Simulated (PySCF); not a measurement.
# Polarisability as a sum over states

C5H6N4.
Numbering: `[CH3:1][CH2:2][n:3]1[n:4][cH:5][c:6]([C:7]#[N:8])[n:9]1` (hydrogens: H10, H11, H12 on C1; H13, H14 on C2; H15 on C5)

Computed with PySCF 2.14.0, density-fitted response routines, TDDFT PBE0/def2-SVPD, vertical, gas phase, core orbitals frozen in the response. The structure is a single GFN2-xTB conformer in the gas phase; no vibrational or solvent corrections. Torsions of this conformer, `[CH3:1][CH2:2][n:3]1[n:4][cH:5][c:6]([C:7]#[N:8])[n:9]1`: C1–C2–N3–N4 -88°.

Computed singlets:

```json
{"state": "S1", "E (eV)": "6.10", "f": "0.313"}
{"state": "S2", "E (eV)": "6.14", "f": "0.0005"}
{"state": "S3", "E (eV)": "6.67", "f": "0.039"}
{"state": "S4", "E (eV)": "6.68", "f": "0.0032"}
{"state": "S5", "E (eV)": "6.90", "f": "0.0011"}
{"state": "S6", "E (eV)": "7.09", "f": "0.0052"}
{"state": "S7", "E (eV)": "7.43", "f": "0.146"}
{"state": "S8", "E (eV)": "7.63", "f": "0.0010"}
```

Problem. How much of the mean static polarisability do these states give, one by one?

Solution. Each state adds f / ΔE² (ΔE in hartree, 27.2114 eV).

| state | f/ΔE² (au) | running sum (au) | running share of α (%) |
| --- | --- | --- | --- |
| S1 | 6.24 | 6.24 | 7.5 |
| S2 | 0.01 | 6.25 | 7.5 |
| S3 | 0.65 | 6.90 | 8.2 |
| S4 | 0.05 | 6.95 | 8.3 |
| S5 | 0.02 | 6.97 | 8.3 |
| S6 | 0.08 | 7.05 | 8.4 |
| S7 | 1.95 | 9.00 | 10.8 |
| S8 | 0.01 | 9.01 | 10.8 |

The full response gives 83.69 au (12.40 Å³), so 74.7 au comes from the higher roots of the same equations.

Problem. By how much does the contribution of these states grow at 589.3 nm?

Solution. With ω = 0.0773 hartree each state's term in the mean polarisability goes from f / ΔE² to f / (ΔE² − ω²); the sum over all 8 states goes from 9.01 to 10.12 au, a rise of 1.10 au.

The largest single term belongs to S1, which also has the largest f.

The run took 47 s wall on one thread, Arm Neoverse V1 (aarch64), on a shared host, and the process peaked at 0.87 GiB of memory.
